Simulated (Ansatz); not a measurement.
# InNH2Cl (SMILES [NH2][In][Cl]): the energy, rung by rung

InNH2Cl has 5 atoms, charge 0, and is taken as a doublet. SMILES: `[NH2][In][Cl]`. Geometry: optimised at PBE0/def2-SVP. This is one conformer, not always the lowest.

```xyz
5

N    -0.1268    0.8191   -0.4938
In   -0.4359   -1.2236   -0.1108
Cl    1.4222   -2.2508    0.9988
H    -0.9818    1.2886   -0.7990
H     0.1722    1.2930    0.3634
```

Quantity: the dissociation energy of the H4–N1 bond into doublet H and singlet InNHCl (shapes relaxed at PBE0/def2-SVP, no zero-point term), in eV. The values are calculated.

```csv
level,kind,program,value (eV),CPU time (all runs)
UHF/def2-TZVP (core potential),Hartree–Fock,Ansatz,4.47,9.9 s
USVWN5/def2-TZVP (core potential),LDA,Ansatz,4.31,5.7 s
UBLYP/def2-TZVP (core potential),GGA,Ansatz,4.01,10 s
U-r2SCAN/def2-TZVP (core potential),meta-GGA,Ansatz,4.23,18 s
UPBE0-D4/def2-TZVP (core potential),global hybrid,Ansatz,4.26,12 s
UCAM-B3LYP/def2-TZVP (core potential),range-separated hybrid,Ansatz,4.37,18 s
UB2PLYP/def2-TZVP (core potential),double hybrid,Ansatz,4.05,27 s
RPA@PBE/def2-TZVP (core potential),RPA,Ansatz,3.94,23 s
```

Spin-orbit coupling is left out. The values span 3.94 to 4.47 eV. A fragment with an even electron count was run as a singlet and may have a lower triplet. Measured bond enthalpies also hold zero-point and thermal terms, a few tenths of an eV less. Times are those of the runs behind each value, whatever else they computed, on shared processors of several kinds: orders of magnitude only.
